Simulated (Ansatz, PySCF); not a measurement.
Gas-phase reaction (SMILES): N[Si](O)(O)O + 3 [SiH4] (SiH4) -> N[SiH3] + 3 O[SiH3]; bond separation energy.

Geometries: B3LYP-D3(BJ)/def2-TZVP minima from Ansatz (a first-principles code), one conformer each, not searched for the lowest. Cores are frozen in the correlated levels unless marked. No spin-orbit coupling. No relativistic terms. CBS(X,Y): correlation extrapolated as X^-3; Hartree-Fock from the larger set. Thermal terms are rigid-rotor harmonic-oscillator values from B3LYP-D3(BJ) frequencies (Ansatz or PySCF) at 298.15 K and 1 atm. 1 Eh = 627.5095 kcal/mol.

```
species        E, CCSD(T)/CBS(cc-pV(T+d)Z,cc-pV(Q+d)Z) (Ansatz) (Eh)  E, wB97X-V/def2-TZVPD (Ansatz) (Eh)  H - E (Eh)
-------------  -----------------------------------------------------  -----------------------------------  ----------
N[Si](O)(O)O                                              -572.50706                           -573.12814     0.07786
N[SiH3]                                                   -346.79605                           -347.23627     0.05540
O[SiH3]                                                   -366.68281                           -367.12513     0.04319
[SiH4] (SiH4)                                             -291.45815                           -291.83995     0.03520
```

Work out ΔE and ΔH at 298.15 K at the first level, then ΔH at the second.


1. ΔE = [(-346.79605) + 3×(-366.68281)] - [(-572.50706) + 3×(-291.45815)] = 0.03703 Eh = 23.2 kcal/mol at CCSD(T)/CBS(cc-pV(T+d)Z,cc-pV(Q+d)Z).
2. The terms H - E add up to 0.00151 Eh, so ΔH = (0.03703 + (0.00151))×627.5095 = 24.2 kcal/mol.
3. At wB97X-V/def2-TZVPD the same steps give ΔE = 22.8 and ΔH = 23.7 kcal/mol, a shift of -0.5 from the first level.
4. These values are not checked against measurement here, since the tables used lack a sound gas-phase enthalpy of formation for at least one species.
